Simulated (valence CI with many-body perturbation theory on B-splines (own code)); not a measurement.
Values are calculated unless marked as measured or tabulated.
**Level structure of Tl68+**

Method: relativistic CI+MBPT: three valence electrons over a frozen Dirac-Fock core [Ne], a basis of 11 s, 11 p, 10 d, 8 f, 5 g, 2 h functions for each j, with the one-electron correlation potential Σ1 (screened to all orders), the two-electron term Σ2, the three-electron term Σ3, Breit, model QED; selected single and double excitations, second order for the rest, scaled by the run's own slope (own B-spline code, finite nucleus).

The last digits are not significant, and no measured levels were compared; by estimate large intervals hold to a few tenths of a per cent, small ones and those within an open d or f shell to about a per cent.

Levels 1 to 45 of 157, with energies above the lowest level, (3s^2 3p1/2) J=1/2. "Leading %" is the weight of the configuration and term that name the level; weights of strongly mixed levels are sums over their largest components and can fall short. In the jj column 3d3/2^4 stands for four electrons in 3d with j = 3/2.

```
No.  Configuration  Term    J  E (eV)  Leading %  Second component      g                 Leading jj
  1          3s²3p   ²P°  1/2     0.0        100                    0.642         3s^2 3p1/2 (100 %)
  2          3s3p²    ⁴P  1/2   194.7         50     31 % 3s3p² ²S  2.070         3s 3p1/2^2 (100 %)
  3          3s²3p   ²P°  3/2   561.7         99                    1.317          3s^2 3p3/2 (99 %)
  4          3s3p²    ⁴P  3/2   721.4         88      9 % 3s3p² ²D  1.615      3s 3p1/2 3p3/2 (99 %)
  5          3s3p²    ²D  5/2   742.2         63     36 % 3s3p² ⁴P  1.327      3s 3p1/2 3p3/2 (98 %)
  6          3s3p²    ²D  3/2   764.4         46     29 % 3s3p² ²P  0.969      3s 3p1/2 3p3/2 (78 %)
  7          3s3p²    ²P  1/2   776.7         69     31 % 3s3p² ⁴P  1.276      3s 3p1/2 3p3/2 (99 %)
  8          3s²3d    ²D  3/2   825.5         77     14 % 3s3p² ²D  0.829          3s^2 3d3/2 (77 %)
  9          3s²3d    ²D  5/2   939.0         98                    1.189          3s^2 3d5/2 (98 %)
 10         3s3p3d   ⁴F°  3/2   952.3         38      18 % 3p³ ²P°  0.885      3s 3p1/2 3d3/2 (62 %)
 11         3s3p3d   ⁴F°  3/2   967.0         39      22 % 3p³ ²P°  0.894      3s 3p1/2 3d3/2 (52 %)
 12         3s3p3d   ⁴F°  5/2   978.3         40   33 % 3s3p3d ²F°  1.011      3s 3p1/2 3d3/2 (99 %)
 13         3s3p3d   ⁴D°  1/2  1008.6         55   38 % 3s3p3d ²P°  0.405      3s 3p1/2 3d3/2 (99 %)
 14         3s3p3d   ⁴D°  3/2  1018.1         29   28 % 3s3p3d ²P°  1.269      3s 3p1/2 3d3/2 (84 %)
 15         3s3p3d   ⁴P°  5/2  1103.0         38   31 % 3s3p3d ⁴D°  1.346     3s 3p1/2 3d5/2 (100 %)
 16         3s3p3d   ⁴F°  7/2  1119.8         40   37 % 3s3p3d ²F°  1.230      3s 3p1/2 3d5/2 (99 %)
 17         3s3p3d   ²F°  5/2  1131.0         51   22 % 3s3p3d ²D°  1.032      3s 3p1/2 3d5/2 (99 %)
 18         3s3p3d   ²P°  3/2  1135.7         38   33 % 3s3p3d ²D°  1.110      3s 3p1/2 3d5/2 (94 %)
 19          3p²3d    ²D  3/2  1194.4         42     33 % 3p²3d ⁴F  0.774       3p1/2^2 3d3/2 (99 %)
 20          3s3p²    ⁴P  5/2  1295.8         62     37 % 3s3p² ²D  1.433          3s 3p3/2^2 (99 %)
 21          3p²3d    ²D  5/2  1336.8         35     19 % 3p²3d ⁴D  1.187       3p1/2^2 3d5/2 (99 %)
 22          3s3p²    ²S  1/2  1338.1         68     19 % 3s3p² ⁴P  1.935          3s 3p3/2^2 (99 %)
 23          3s3p²    ²P  3/2  1346.0         59     31 % 3s3p² ²D  1.187          3s 3p3/2^2 (99 %)
 24            3p³   ²D°  5/2  1507.4         63   15 % 3s3p3d ²D°  1.178       3p1/2 3p3/2^2 (63 %)
 25            3p³   ⁴S°  3/2  1514.1         49      42 % 3p³ ²D°  1.424       3p1/2 3p3/2^2 (90 %)
 26            3p³   ²P°  1/2  1533.1         72   15 % 3s3p3d ²P°  0.900       3p1/2 3p3/2^2 (72 %)
 27         3s3p3d   ⁴D°  3/2  1540.3         43   32 % 3s3p3d ⁴P°  1.268      3s 3p3/2 3d3/2 (96 %)
 28         3s3p3d   ⁴P°  1/2  1542.6         70   17 % 3s3p3d ⁴D°  1.938      3s 3p3/2 3d3/2 (89 %)
 29         3s3p3d   ⁴D°  5/2  1546.9         34   23 % 3s3p3d ⁴F°  1.194      3s 3p3/2 3d3/2 (74 %)
 30         3s3p3d   ⁴F°  7/2  1548.3         42   41 % 3s3p3d ²F°  1.212      3s 3p3/2 3d3/2 (97 %)
 31         3s3p3d   ²D°  3/2  1581.0         59   18 % 3s3p3d ⁴P°  0.987      3s 3p3/2 3d3/2 (92 %)
 32         3s3p3d   ²F°  5/2  1593.9         63      10 % 3p³ ²D°  0.968      3s 3p3/2 3d3/2 (89 %)
 33         3s3p3d   ²P°  1/2  1601.1         61   20 % 3s3p3d ⁴D°  0.611      3s 3p3/2 3d3/2 (84 %)
 34         3s3p3d   ⁴F°  9/2  1641.8        100                    1.317     3s 3p3/2 3d5/2 (100 %)
 35         3s3p3d   ²D°  5/2  1666.9         45   39 % 3s3p3d ⁴P°  1.339      3s 3p3/2 3d5/2 (98 %)
 36         3s3p3d   ²F°  7/2  1675.9         51   41 % 3s3p3d ⁴D°  1.251      3s 3p3/2 3d5/2 (97 %)
 37         3s3p3d   ²D°  3/2  1680.4         43   39 % 3s3p3d ²P°  1.138      3s 3p3/2 3d5/2 (95 %)
 38         3s3p3d   ²F°  7/2  1698.4         70   20 % 3s3p3d ⁴D°  1.193      3s 3p3/2 3d5/2 (99 %)
 39         3s3p3d   ²P°  1/2  1707.8         83    8 % 3s3p3d ⁴D°  0.725      3s 3p3/2 3d5/2 (96 %)
 40         3s3p3d   ²P°  3/2  1720.5         74    9 % 3s3p3d ⁴P°  1.297      3s 3p3/2 3d5/2 (99 %)
 41         3s3p3d   ²D°  5/2  1722.8         62   22 % 3s3p3d ²F°  1.112      3s 3p3/2 3d5/2 (96 %)
 42          3p²3d    ²F  5/2  1725.7         47     35 % 3p²3d ⁴F  0.943   3p1/2 3p3/2 3d3/2 (91 %)
 43          3p²3d    ⁴F  3/2  1734.9         41     25 % 3p²3d ⁴D  0.892   3p1/2 3p3/2 3d3/2 (98 %)
 44          3p²3d    ⁴D  1/2  1738.1         81     16 % 3p²3d ²P  0.169  3p1/2 3p3/2 3d3/2 (100 %)
 45          3p²3d    ²G  7/2  1743.6         54     25 % 3p²3d ²F  1.010   3p1/2 3p3/2 3d3/2 (97 %)
```

The ionisation energy to 3s² ¹S0 of the next ion comes out as 8419 eV (NIST: 8420 ± 50 eV (theoretical)). All 157 levels together are meant to be complete up to 4106.8 eV.
